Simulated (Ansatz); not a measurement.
Cost and result for the atomization energy of `C[C@@H]([SiH3])B[Si@@H](O)[GaH2]` (19 atoms, 18 bonds).

Cartesian coordinates in Å:
```
C 1.853 -0.336 -0.928
C 1.085 -1.026 0.199
Si 0.988 0.051 1.754
B -0.423 -1.320 0.023
Si -1.588 -0.202 -1.132
O -3.148 -0.777 -1.153
Ga -1.227 1.873 0.095
H 2.879 -0.092 -0.643
H 1.894 -0.977 -1.812
H 1.369 0.597 -1.229
H 1.618 -1.907 0.584
H 0.765 -0.750 2.981
H -0.187 1.010 1.701
H 2.194 0.906 1.884
H -0.947 -2.052 0.821
H -1.086 -0.012 -2.527
H -3.824 -0.181 -1.476
H -2.256 2.459 1.133
H 0.041 2.737 -0.277
```

Total charge 0; spin multiplicity 1. Correlated methods include outer-core shells of Ga, which these sets cover unevenly. Scalar relativity is left out up to krypton. All single points use the PBE0-D4/def2-TZVP geometry. It is one conformer, not always the lowest. Program: Ansatz. All runs use 2 threads of an AMD EPYC 7R13 on a shared host and a share of an NVIDIA H100 80 GB. Times are those of one run each, without the atoms' runs, and a repeat can differ threefold. Electronic energies, without spin–orbit coupling; frozen cores. CCSD(T)/CBS adds CCSD(T) − MP2 in def2-TZVPP to the MP2 limit, and its time is that of the two runs behind it. T1 = 0.014. With those shells the extrapolation isn't a true limit. B3LYP takes the VWN-RPA correlation (the form of Gaussian; ORCA's B3LYP/G).

CCSD(T)/CBS is a level of theory with its own doubt, some kJ/mol a heavy atom from the limit and from the frozen cores, so smaller differences don't rank the functionals.

```
                             level  functions  wall time  atomization (kJ/mol)  difference from CCSD(T)/CBS  per bond
              revPBE-D4/def2-TZVPP        424      2.7 s                6326.7                        -83.1      -4.6
                  CCSD(T)/def2-SVP        184      2.9 s                6041.5                       -368.3     -20.5
           CAM-B3LYP-D4/def2-TZVPP        424      3.5 s                6423.3                         13.5       0.8
                PBE0-D4/def2-TZVPP        424      3.5 s                6396.1                        -13.7      -0.8
 B3LYP-D4/def2-TZVPP (with forces)        424      3.9 s                6395.0                        -14.8      -0.8
                 B97M-V/def2-TZVPP        424      4.2 s                6450.0                         40.2       2.2
r2SCAN-D4/def2-TZVPP (with forces)        424      4.2 s                6438.0                         28.2       1.6
                 B2PLYP/def2-TZVPP        424      4.6 s                6309.5                       -100.3      -5.6
                ωB97X-V/def2-TZVPP        424      4.7 s                6434.7                         24.9       1.4
               PBE-QIDH/def2-TZVPP        424      4.7 s                6369.7                        -40.1      -2.2
                    MP2/def2-QZVPP        817       15 s                6391.2                        -18.6      -1.0
                CCSD(T)/def2-TZVPP        424       26 s                6266.7                       -143.1      -7.9
                 CCSD(T)/CBS(def2)          –       41 s                6409.8                          0.0       0.0
```

From BLYP to BHLYP (50 % exact exchange), in def2-TZVPP and without D4, the atomization energy moves by −12.9 kJ/mol: exact exchange takes away binding that semilocal exchange gives to molecules. In def2-TZVPP, CCSD(T) changes the Hartree–Fock value by +1479.2 kJ/mol (the triples alone add +79.0 kJ/mol) and MP2 by +1519.0 kJ/mol; breaking electron pairs costs correlation energy, which Hartree–Fock lacks. The D4 term adds +93.5 kJ/mol with B3LYP and +50.2 kJ/mol with PBE0; it sums over pairs of atoms, weighted by their polarisabilities, and B3LYP, whose exchange is more repulsive, gets the larger term.
